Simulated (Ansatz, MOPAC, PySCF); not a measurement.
Dimer: H2O (SMILES O) (first 3 atoms) with SO2 (SMILES O=S=O); geometry from B3LYP-D3(BJ)/def2-TZVP, rigid monomers moved along the line of their centres of mass till O1···S5 is 3.11 Å.
(charge 0, multiplicity 1):
```json
[
 {"atom": "O", "x (Å)": "0.5057", "y (Å)": "-0.0902", "z (Å)": "0.6105"},
 {"atom": "H", "x (Å)": "0.6067", "y (Å)": "0.8503", "z (Å)": "0.4224"},
 {"atom": "H", "x (Å)": "-0.3627", "y (Å)": "-0.3346", "z (Å)": "0.2694"},
 {"atom": "O", "x (Å)": "-1.2588", "y (Å)": "-0.6379", "z (Å)": "3.5747"},
 {"atom": "S", "x (Å)": "0.0935", "y (Å)": "-0.1552", "z (Å)": "3.6955"},
 {"atom": "O", "x (Å)": "0.2933", "y (Å)": "1.2661", "z (Å)": "3.8231"}
]
```

| level | interaction energy (kcal/mol) | cost |
|---|---|---|
| AM1 | -3.12 | - |
| PM7 | -2.88 | - |
| HF/6-31G* | -4.47 | - |
| HF/aug-cc-pV(D+d)Z | -3.56 | - |
| PBE/def2-TZVPPD | -3.46 | ×1 |
| r2SCAN-D3(BJ)/def2-TZVPPD | -4.35 | ×2 |
| r2SCAN-D4/def2-TZVPPD | -4.33 | ×2 |
| B3LYP/3-21G (no counterpoise) | -9.27 | - |
| B3LYP-D3(BJ)/def2-TZVPPD | -4.25 | ×1 |
| B3LYP-D4/def2-TZVPPD | -4.28 | ×1 |
| PBE0/def2-TZVPPD | -3.58 | ×1 |
| M06-2X/6-31G* (no counterpoise) | -6.52 | - |
| wB97M-V/def2-TZVPPD | -4.22 | ×3 |
| MP2/6-31G* | -3.51 | - |
| MP2/6-31G* (no counterpoise) | -5.56 | - |
| MP2/aug-cc-pV(D+d)Z | -3.37 | - |
| MP2/CBS(aug-cc-pV(D+d)Z, aug-cc-pV(T+d)Z) | -3.68 | - |
| SCS-MP2/aug-cc-pV(D+d)Z | -3.15 | - |
| CCSD(T)/aug-cc-pV(D+d)Z | -3.54 | ×6 |
| MP2/CBS(aug-cc-pV(D+d)Z, aug-cc-pV(T+d)Z) + ΔCCSD(T)/aug-cc-pV(D+d)Z | -3.84 | ×8 |

The rows run from -9.27 (B3LYP/3-21G (no counterpoise)) to -2.88 kcal/mol (PM7). The 3 functionals in def2-TZVPPD without D3 or D4 span 0.76, from wB97M-V to PBE.

Interaction energies are E(AB) − E(A) − E(B) at the monomers' geometry in the complex; basis-set methods are counterpoise corrected. Rows marked so take none.

Cores are frozen in the correlated methods. CBS(a, b) extrapolates the correlation energy as X⁻³ and adds the Hartree–Fock energy of set b. Rows in 3-21G, 6-31G* carry no dispersion term and start afresh at each structure (6-31G* with six Cartesian d functions). MP2/6-31G* freezes PySCF's default core. The state that AM1, PM7 reach isn't checked; PM7 holds dispersion and hydrogen-bond terms.

Run with Ansatz (Gaussian basis) for Hartree–Fock, density functionals and correlated methods; MOPAC for AM1, PM7 (differences of heats of formation); PySCF for 3-21G rows, 6-31G* rows, the dispersion terms. Each number belongs to the level named beside it.

Costs are rough ratios of core time to PBE/def2-TZVPPD (about 3 s over the structures, on one shared machine); a dash marks a level with no comparable run of its own.

Ansatz is an electronic-structure program.
